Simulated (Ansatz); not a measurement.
System: CH6NSi, charge 0, doublet. CH6NSi (SMILES CN[SiH2], doublet).
B3LYP-D3(BJ)/def2-TZVP minimum from Ansatz (a program for electronic structure):
```xyz
9

Si     1.1668     0.0031     0.0795
N     -0.4806    -0.4543    -0.1691
C     -1.6136     0.4547    -0.1014
H      1.1953     0.8453     1.3120
H      1.9266    -1.2629     0.2927
H     -0.6619    -1.2796    -0.7216
H     -2.4953    -0.0569     0.2928
H     -1.8751     0.8878    -1.0733
H     -1.3788     1.2758     0.5771
```
Charge 0, spin multiplicity 2.

Total energies in cc-pV(D+d)Z, 19 correlated electrons, 7 frozen orbitals. Open shells are spin-unrestricted; no spin-orbit coupling. Correlated methods leave the cores frozen. No relativity.

| method | program | energy (Eh) | minus CCSDT(Q) (mEh) |
|---|---|---|---|
| HF | Ansatz | -384.72014 | 462.24 |
| MP2 | Ansatz | -385.12330 | 59.08 |
| CCSD | Ansatz | -385.16841 | 13.97 |
| CCSD(T) | Ansatz | -385.18053 | 1.85 |
| CCSDT(Q) | Ansatz | -385.18238 | 0.00 |

Rough core times of Ansatz's runs on a shared machine: CCSD(T) under 20 s, CCSDT(Q) 40 min.
